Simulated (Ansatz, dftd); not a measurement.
Reaction: SiNH3Cl (SMILES N[SiH]Cl, doublet) → SiNH3Cl (SMILES Cl[SiH2][NH], doublet)
Each species at its own B3LYP-D3(BJ)/def2-TZVP minimum (Ansatz, a program for electronic structure), one conformer.

Property: isomerisation energy (electronic), in kcal/mol. Open shells are spin-unrestricted; no spin-orbit coupling. Correlated methods leave the cores frozen. Rows without X2C or -DK are non-relativistic. CBS(X,Y): correlation extrapolated as X^-3, Hartree-Fock from the larger set. A bracket is a step between two methods taken in the basis named. The functionals are non-relativistic, so their misses hold any scalar relativity. Double hybrids freeze cores in their MP2 part. 'core' is core correlation in cc-pwCVTZ (1s frozen past Ne), 'X2C' scalar relativity in cc-pVTZ-DK, both at CCSD(T).

| level | program | isomerisation energy (kcal/mol) | difference against the last row |
|---|---|---|---|
| PBE0/def2-TZVPD | Ansatz | 24.2 | 1.2 |
| r2SCANh/def2-TZVPD | Ansatz | 22.6 | -0.4 |
| wB97X-V/def2-TZVPD | Ansatz | 21.4 | -1.6 |
| B2PLYP-D4/def2-TZVPD | Ansatz + dftd4 | 23.1 | 0.1 |
| B2PLYP/def2-TZVPD | Ansatz | 23.0 | 0.0 |
| B2GP-PLYP-D4/def2-TZVPD | Ansatz + dftd4 | 23.1 | 0.1 |
| CCSD/cc-pV(Q+d)Z | Ansatz | 21.1 | -1.9 |
| CCSDT(Q)/cc-pV(D+d)Z | Ansatz | 18.9 | -4.1 |
| CCSD(T)/CBS(cc-pV(T+d)Z,cc-pV(Q+d)Z) + [CCSDT(Q) - CCSD(T)]/cc-pV(D+d)Z + core + X2C | Ansatz | 23.0 | 0.0 |
